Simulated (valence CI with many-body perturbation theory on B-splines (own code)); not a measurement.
# Ta67+: calculated level list

Level of theory: configuration interaction combined with many-body perturbation theory (CI+MBPT): four valence electrons over a frozen Dirac-Fock core [He], radial functions for each j: 11 s, 11 p, 10 d, 8 f, 5 g, 2 h, with the one-electron correlation potential Σ1, the two-electron term Σ2, the three-electron term Σ3, Breit, model QED; selected CI, second order for the rest, scaled by the run's own slope (own B-spline code, finite nucleus).

No measured spectrum was set against this ion. As an estimate, large intervals hold to a few tenths of a per cent, small ones and those within an open d or f shell to about a per cent. Among the levels kept, up to 1300 cm⁻¹ of a level comes from second order outside the variational space, and about a tenth of that is noise between levels of different J, which matters for small intervals.

Levels 1 to 45 of 219, with energies above the lowest level, (2s^2 2p1/2^2) J=0. "Leading %" is the weight of the configuration and term that name the level; weights of strongly mixed levels are sums over their largest components and can fall short. In the jj column 3d3/2^4 stands for four electrons in 3d with j = 3/2.

| No. | Configuration | Term | J | E (eV) | Leading % | Leading jj | g |
| --- | --- | --- | --- | --- | --- | --- | --- |
| 1 | 2s²2p² | ³P | 0 | 0 | 68 | 2s^2 2p1/2^2 (100 %) |  |
| 2 | 2s²2p² | ³P | 1 | 1325 | 100 | 2s^2 2p1/2 2p3/2 (100 %) | 1.469 |
| 3 | 2s²2p² | ¹D | 2 | 1343 | 65 | 2s^2 2p1/2 2p3/2 (100 %) | 1.135 |
| 4 | 2s2p³ | ³P° | 2 | 1620 | 48 | 2s 2p1/2^2 2p3/2 (100 %) | 1.494 |
| 5 | 2s2p³ | ³D° | 1 | 1707 | 31 | 2s 2p1/2^2 2p3/2 (100 %) | 1.111 |
| 6 | 2s²2p² | ³P | 2 | 2692 | 65 | 2s^2 2p3/2^2 (99 %) | 1.292 |
| 7 | 2s²2p² | ¹S | 0 | 2753 | 68 | 2s^2 2p3/2^2 (99 %) |  |
| 8 | 2s2p³ | ⁵S° | 2 | 2917 | 50 | 2s 2p1/2 2p3/2^2 (100 %) | 1.547 |
| 9 | 2s2p³ | ³D° | 3 | 2961 | 100 | 2s 2p1/2 2p3/2^2 (100 %) | 1.294 |
| 10 | 2s2p³ | ³P° | 0 | 3023 | 100 | 2s 2p1/2 2p3/2^2 (100 %) |  |
| 11 | 2s2p³ | ³S° | 1 | 3045 | 53 | 2s 2p1/2 2p3/2^2 (100 %) | 1.299 |
| 12 | 2s2p³ | ¹D° | 2 | 3055 | 74 | 2s 2p1/2 2p3/2^2 (100 %) | 1.046 |
| 13 | 2s2p³ | ³P° | 1 | 3059 | 63 | 2s 2p1/2 2p3/2^2 (100 %) | 1.295 |
| 14 | 2p⁴ | ³P | 2 | 3367 | 67 | 2p1/2^2 2p3/2^2 (99 %) | 1.306 |
| 15 | 2p⁴ | ¹S | 0 | 3432 | 64 | 2p1/2^2 2p3/2^2 (99 %) |  |
| 16 | 2s2p³ | ³P° | 2 | 4344 | 51 | 2s 2p3/2^3 (100 %) | 1.434 |
| 17 | 2s2p³ | ¹P° | 1 | 4429 | 36 | 2s 2p3/2^3 (100 %) | 1.155 |
| 18 | 2p⁴ | ³P | 1 | 4708 | 100 | 2p1/2 2p3/2^3 (100 %) | 1.469 |
| 19 | 2p⁴ | ¹D | 2 | 4726 | 68 | 2p1/2 2p3/2^3 (100 %) | 1.122 |
| 20 | 2p⁴ | ³P | 0 | 6102 | 65 | 2p3/2^4 (100 %) |  |
| 21 | 2s²2p3s | ³P° | 0 | 10079 | 100 | 2s^2 2p1/2 3s (100 %) |  |
| 22 | 2s²2p3s | ³P° | 1 | 10082 | 67 | 2s^2 2p1/2 3s (100 %) | 1.302 |
| 23 | 2s²2p3p | ³D | 1 | 10166 | 74 | 2s^2 2p1/2 3p1/2 (100 %) | 0.634 |
| 24 | 2s²2p3p | ³P | 0 | 10213 | 67 | 2s^2 2p1/2 3p1/2 (99 %) |  |
| 25 | 2s2p²3s | ⁵P | 1 | 10348 | 41 | 2s 2p1/2^2 3s (99 %) | 2.002 |
| 26 | 2s2p²3s | ³P | 0 | 10386 | 68 | 2s 2p1/2^2 3s (99 %) |  |
| 27 | 2s2p²3p | ³P° | 1 | 10443 | 33 | 2s 2p1/2^2 3p1/2 (99 %) | 1.340 |
| 28 | 2s2p²3p | ³P° | 0 | 10444 | 52 | 2s 2p1/2^2 3p1/2 (99 %) |  |
| 29 | 2s²2p3p | ³D | 2 | 10580 | 52 | 2s^2 2p1/2 3p3/2 (100 %) | 1.145 |
| 30 | 2s²2p3p | ³P | 1 | 10581 | 48 | 2s^2 2p1/2 3p3/2 (99 %) | 1.498 |
| 31 | 2s²2p3d | ³F° | 2 | 10644 | 75 | 2s^2 2p1/2 3d3/2 (100 %) | 0.742 |
| 32 | 2s²2p3d | ³D° | 1 | 10670 | 50 | 2s^2 2p1/2 3d3/2 (99 %) | 0.827 |
| 33 | 2s²2p3d | ³P° | 2 | 10762 | 47 | 2s^2 2p1/2 3d5/2 (98 %) | 1.283 |
| 34 | 2s²2p3d | ³F° | 3 | 10766 | 46 | 2s^2 2p1/2 3d5/2 (100 %) | 1.093 |
| 35 | 2s2p²3p | ³P° | 2 | 10852 | 36 | 2s 2p1/2^2 3p3/2 (98 %) | 1.495 |
| 36 | 2s2p²3p | ³D° | 1 | 10857 | 31 | 2s 2p1/2^2 3p3/2 (99 %) | 1.137 |
| 37 | 2s2p²3d | ³D | 1 | 10916 | 47 | 2s 2p1/2^2 3d3/2 (100 %) | 0.470 |
| 38 | 2s2p²3d | ³D | 2 | 10922 | 31 | 2s 2p1/2^2 3d3/2 (99 %) | 1.110 |
| 39 | 2s2p²3d | ³D | 3 | 11030 | 38 | 2s 2p1/2^2 3d5/2 (100 %) | 1.328 |
| 40 | 2s2p²3d | ³F | 2 | 11048 | 27 | 2s 2p1/2^2 3d5/2 (99 %) | 1.031 |
| 41 | 2s²2p3s | ³P° | 2 | 11449 | 98 | 2s^2 2p3/2 3s (98 %) | 1.469 |
| 42 | 2s²2p3s | ¹P° | 1 | 11458 | 66 | 2s^2 2p3/2 3s (98 %) | 1.125 |
| 43 | 2s²2p3p | ³P | 1 | 11554 | 50 | 2s^2 2p3/2 3p1/2 (97 %) | 1.452 |
| 44 | 2s²2p3p | ³D | 2 | 11556 | 47 | 2s^2 2p3/2 3p1/2 (97 %) | 1.145 |
| 45 | 2s2p²3s | ⁵P | 2 | 11641 | 84 | 2s 2p1/2 2p3/2 3s (99 %) | 1.721 |

The ionisation energy to 2s²2p ²P°1/2 of the next ion comes out as 17845 eV (NIST: 17840 ± 40 eV (theoretical)). All 219 levels together are meant to be complete up to 13943 eV.
